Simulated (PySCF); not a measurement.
**Structure elucidation problem**

Molecular formula: C₂H₈B₃NO₃. Simulated spectra:

1H NMR (400 MHz, computed): δ 4.48 (br, 2H), 2.78 (s, 6H).

13C{1H} NMR (computed): δ 36.0 (CH3).

[PySCF 2.14.0 with density-fitted response routines: shielding tensors at PBE0/pcSseg-1 (GIAO); PBE0-D3(BJ)/def2-SVP geometry; couplings computed with B3LYP/pcJ-1 (spin–dipole term only in couplings to heteroatoms); one computed conformer; fast rotation and ring inversion assumed for equivalent nuclei; gas phase; relativity neglected]

Chemical shifts δ = σref − σ; 1H (31.27 ppm) and 13C (184.41 ppm) vs TMS, all at this level.

**Question.** Deduce the structure.

**Answer.** 
- 1 carbon signal for 2 carbons: some carbons are equivalent by symmetry or fast rotation.
- Carbon types of the structure: 2 × CH3, leaving 2 H on heteroatoms.
- δC 36.0: methyl carbon bonded to N; the inductive effect lowers its shielding.
- δH 4.48: hydrogen on a boron bonded to 2 O, in a 6-membered ring.
- δH 2.78: hydrogen on a methyl carbon bonded to N; its carbon carries N, which withdraws density.

The compound is `CN(C)B1OBOBO1`.

This is the structure that produced the data.

Hydrogens on boron are broadened and split by 11B (spin 3/2, 80 %) and 10B (spin 3). Shifts are as computed. Against solution values, carbons near 30 ppm lie about +2 ppm off and those near 130 ppm about +5 ppm. Of 1313 compounds with measured shifts, 239 miss one by over three times the rms of a fit or turn the order of signals round; such compounds aren't used in these exercises.
